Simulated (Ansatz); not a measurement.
Molecule: BH (charge +1, doublet). 
Structure (B3LYP-D3(BJ)/def2-TZVP (Ansatz, an electronic-structure program) minimum search):
```
B
H 1 1.2044
```
Charge +1, spin multiplicity 2.

Parts of the frozen-core correlation energy in cc-pVDZ (Ansatz, hartree). Frozen orbitals: 1; correlated occupied orbitals by spin: 2 and 1; virtual: 16 and 17. Open shells are spin-unrestricted. No spin-orbit coupling. No relativistic terms.

| term | value |
|---|---|
| reference (HF) | -24.81626 |
| MP2 opposite-spin | [?] |
| MP2 same-spin | -0.00154 |
| CCSD correlation | [?] |
| (T) | [?] |
| CCSDT minus CCSD(T) | -0.00027 |
| T1 diagnostic | 0.018 |
| largest doubles amplitude | 0.066 |
| <S^2> of the reference | 0.755 |

Complete the blanks.


- MP2 opposite-spin, value: -0.02945
- CCSD correlation, value: -0.04482
- (T), value: -0.00052
